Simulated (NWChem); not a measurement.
All runs are NWChem calculations. System: ammonia borane (H$_{6}$BN), charge 0, spin multiplicity 1, at a geometry optimised with PBE0/def2-SVP. Level: RHF/def2-TZVP.

Job file:

```
start mol
memory heap 200 mb stack 900 mb global 1100 mb
geometry units angstroms nocenter noautoz
  B      0.913431    -0.069469     0.000000
  N     -0.717557     0.054575     0.000000
  H      1.327658     1.082644     0.000000
  H      1.193401    -0.682578    -1.022100
  H      1.193401    -0.682578     1.022100
  H     -1.050182     0.556865     0.823799
  H     -1.158358    -0.865896     0.000000
  H     -1.050182     0.556865    -0.823799
  symmetry group Cs
end
basis spherical
  * library def2-tzvp
end
scf
  rhf
  nopen 0
  maxiter 100
  thresh 1e-7
  semidirect memsize 60000000 filesize 0
end
task scf energy
```

Part of the output:

```
             Northwest Computational Chemistry Package (NWChem) 7.3.0
             --------------------------------------------------------

                                NWChem Input Module
                                -------------------

 Scaling coordinates for geometry "geometry" by  1.889725989
 (inverse scale =  0.529177249)

 Turning off AUTOSYM since
 SYMMETRY directive was detected!

                             Geometry "geometry" -> ""
                             -------------------------

 Output coordinates in angstroms (scale by  1.889725989 to convert to a.u.)

  No.       Tag          Charge          X              Y              Z
 ---- ---------------- ---------- -------------- -------------- --------------
    1 B                    5.0000     0.91343100    -0.06946900     0.00000000
    2 N                    7.0000    -0.71755700     0.05457500     0.00000000
    3 H                    1.0000     1.32765800     1.08264400     0.00000000
    4 H                    1.0000     1.19340100    -0.68257800    -1.02210000
    5 H                    1.0000     1.19340100    -0.68257800     1.02210000
    6 H                    1.0000    -1.05018200     0.55686500     0.82379900
    7 H                    1.0000    -1.15835800    -0.86589600     0.00000000
    8 H                    1.0000    -1.05018200     0.55686500    -0.82379900

 Effective nuclear repulsion energy (a.u.)      40.6037053468

            Nuclear Dipole moment (a.u.)
            ----------------------------
        X                 Y               Z
 ---------------- ---------------- ----------------
    -0.0000113384     0.0000037795     0.0000000000

      Symmetry information
      --------------------

 Group name             Cs
 Group number              2
 Group order               2
 No. of unique centers     6

      Symmetry unique atoms

     1    2    3    4    6    7


 Summary of "ao basis" -> "" (spherical)
 ------------------------------------------------------------------------------
       Tag                 Description            Shells   Functions and Types
[...]
     8      0.271055  1 B  pz                11      0.235451  1 B  pz
    70     -0.212803  4 H  s                 76      0.212803  5 H  s
    71     -0.164138  4 H  s                 77      0.164138  5 H  s

 Vector   10  Occ=0.000000D+00  E= 9.255558D-02  Symmetry=a'
              MO Center= -1.2D+00,  8.9D-02,  3.7D-16, r^2= 5.3D+00
   Bfn.  Coefficient  Atom+Function         Bfn.  Coefficient  Atom+Function
  ----- ------------  ---------------      ----- ------------  ---------------
    36      2.858085  2 N  s                  5     -0.878521  1 B  s
    83     -0.861322  6 H  s                 89     -0.861299  7 H  s
    95     -0.861322  8 H  s                  9      0.411685  1 B  px
    12      0.373028  1 B  px                35     -0.325774  2 N  s
    34      0.235176  2 N  s                 65      0.173336  3 H  s

 Vector   11  Occ=0.000000D+00  E= 1.593925D-01  Symmetry=a"
              MO Center= -5.7D-01,  8.6D-01,  2.3D-11, r^2= 6.2D+00
   Bfn.  Coefficient  Atom+Function         Bfn.  Coefficient  Atom+Function
  ----- ------------  ---------------      ----- ------------  ---------------
    83      1.430681  6 H  s                 95     -1.430681  8 H  s
    14      1.176693  1 B  pz                45     -1.005618  2 N  pz
    71      0.756530  4 H  s                 77     -0.756530  5 H  s
    39     -0.170202  2 N  pz

 Vector   12  Occ=0.000000D+00  E= 1.593928D-01  Symmetry=a'
              MO Center= -6.9D-01, -7.7D-01, -1.6D-11, r^2= 6.2D+00
   Bfn.  Coefficient  Atom+Function         Bfn.  Coefficient  Atom+Function
  ----- ------------  ---------------      ----- ------------  ---------------
    89      1.651975  7 H  s                 13     -1.173328  1 B  py
    44      1.002711  2 N  py                65      0.873585  3 H  s
    83     -0.825998  6 H  s                 95     -0.825998  8 H  s
    71     -0.436808  4 H  s                 77     -0.436808  5 H  s
    38      0.169711  2 N  py

 center of mass
 --------------
 x =   0.02844679 y =  -0.00216219 z =   0.00000000

 moments of inertia (a.u.)
 ------------------
          25.245758395528           5.740970320327           0.000000000000
           5.740970320327         100.292571670570           0.000000000000
           0.000000000000           0.000000000000         100.729170894866

  Mulliken analysis of the total density
  --------------------------------------

    Atom       Charge   Shell Charges
 -----------   ------   -------------------------------------------------------
    1 B    5     5.21   0.91  1.07  0.43  0.49  0.07  0.96  0.97  0.18  0.05  0.06  0.01
    2 N    7     7.45   0.82  1.16  0.52  0.85  0.08  1.51  1.81  0.65  0.01  0.04  0.00
    3 H    1     1.07   0.26  0.54  0.27  0.01
    4 H    1     1.07   0.26  0.54  0.27  0.01
    5 H    1     1.07   0.26  0.54  0.27  0.01
    6 H    1     0.71   0.26  0.39  0.04  0.03
    7 H    1     0.71   0.26  0.39  0.04  0.03
    8 H    1     0.71   0.26  0.39  0.04  0.03

       Multipole analysis of the density wrt the origin
       ------------------------------------------------

     L   x y z        total         open         nuclear
     -   - - -        -----         ----         -------
     0   0 0 0     -0.000000      0.000000     18.000000

     1   1 0 0     -2.187789      0.000000     -0.000011
     1   0 1 0      0.166397      0.000000      0.000004
     1   0 0 1     -0.000000      0.000000      0.000000

     2   2 0 0    -12.427846      0.000000     56.903634
     2   1 1 0      0.021345      0.000000     -3.391795
     2   1 0 1     -0.000000      0.000000      0.000000
     2   0 2 0    -12.148613      0.000000     12.566202
     2   0 1 1     -0.000000      0.000000      0.000000
     2   0 0 2    -12.147039      0.000000     12.308267

 Task  times  cpu:        2.4s     wall:        2.4s

 Total times  cpu:        2.4s     wall:        2.4s
```
